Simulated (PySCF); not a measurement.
Isomers of CH9NSi2.

All values: wB97X-D/def2-SVPD (PySCF) at PBE0-D3(BJ)/def2-SVP geometries, gas phase, one conformer each. Core orbitals are frozen in the response; Δα² is half the sum of the squared differences of the principal polarisabilities.

Question: Rank by HOMO energy, highest first.
A. `[CH3:1][NH:2][SiH2:3][SiH3:4]` with C1–N2–Si3–Si4 -53°
B. `[NH2:1][SiH2:2][CH2:3][SiH3:4]` with H–N1–Si2–C3 59° and -159°, N1–Si2–C3–Si4 40°
C. `[CH3:1][SiH2:2][SiH2:3][NH2:4]` with C1–Si2–Si3–N4 -168°, Si2–Si3–N4–H 50° and -171°
D. `CN([SiH3])[SiH3]`

Answer: A (-8.60 eV), D (-8.87 eV), C (-9.10 eV), B (-9.33 eV).

Question: Rank by polarisability anisotropy Δα, highest first.
A. `[CH3:1][NH:2][SiH2:3][SiH3:4]` with C1–N2–Si3–Si4 -53°
B. `[CH3:1][SiH2:2][SiH2:3][NH2:4]` with C1–Si2–Si3–N4 -168°, Si2–Si3–N4–H 50° and -171°
C. `CN([SiH3])[SiH3]`

Answer: B (2.93 Å³), A (2.46 Å³), C (2.08 Å³).

Question: Rank by dipole moment, highest first.
A. `[CH3:1][NH:2][SiH2:3][SiH3:4]` with C1–N2–Si3–Si4 -53°
B. `CN([SiH3])[SiH3]`
C. `[CH3:1][SiH2:2][NH:3][SiH3:4]` with C1–Si2–N3–Si4 -119°

Answer: A (1.41 D), C (1.21 D), B (0.80 D).

All values together:

```csv
SMILES,μ (D),HOMO (eV),LUMO (eV),α (Å³),Δα (Å³),ΔSCF removal energy (eV)
C[SiH2]N[SiH3],1.21,-9.19,1.78,11.15,2.77,9.37
CN[SiH2][SiH3],1.41,-8.60,1.67,11.92,2.46,8.80
N[SiH2]C[SiH3],1.30,-9.33,1.89,11.27,2.48,9.68
C[Si@@H](N)[SiH3],1.41,-9.14,1.84,11.84,2.37,9.38
CN([SiH3])[SiH3],0.80,-8.87,1.77,11.18,2.08,8.97
C[SiH2][SiH2]N,0.89,-9.10,1.53,11.81,2.93,9.35
```

Conformers: `[CH3:1][SiH2:2][NH:3][SiH3:4]` with C1–Si2–N3–Si4 -119°; `[CH3:1][NH:2][SiH2:3][SiH3:4]` with C1–N2–Si3–Si4 -53°; `[NH2:1][SiH2:2][CH2:3][SiH3:4]` with H–N1–Si2–C3 59° and -159°, N1–Si2–C3–Si4 40°; `[CH3:1][Si@@H:2]([NH2:3])[SiH3:4]` with C1–Si2–N3–H -54° and 169°; `[CH3:1][SiH2:2][SiH2:3][NH2:4]` with C1–Si2–Si3–N4 -168°, Si2–Si3–N4–H 50° and -171°.

Question: By how much does the ΔSCF value exceed −ε(HOMO) over the species that have both?

Answer: By 0.10 to 0.34 eV, 0.22 eV on average, over 6 species.
